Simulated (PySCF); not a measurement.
**Dipole polarisabilities along the alkaline earths, charge +1**

Calculated with PySCF 2.14 for the ground configurations, without spin-orbit coupling: coupled response for Hartree-Fock and DFT. Mean α in bohr³, C₆ of like pairs in atomic units.

```csv
species,α UHF,α PBE,α PBE0,C₆ UHF,C₆ PBE,C₆ PBE0
"Be⁺ [He] 2s1 (dyall-av3z, spin-free X2C)",24.92,21.51,22.22,71.05,57.27,60.05
"Mg⁺ [Ne] 3s1 (dyall-av3z, spin-free X2C)",38.52,33.51,34.96,177.8,144.4,153.7
"Ca⁺ [Ar] 4s1 (dyall-av3z, spin-free X2C)",96.16,79.01,84.26,761.8,573.2,628.2
```

The values depend on the diffuse functions of the basis.
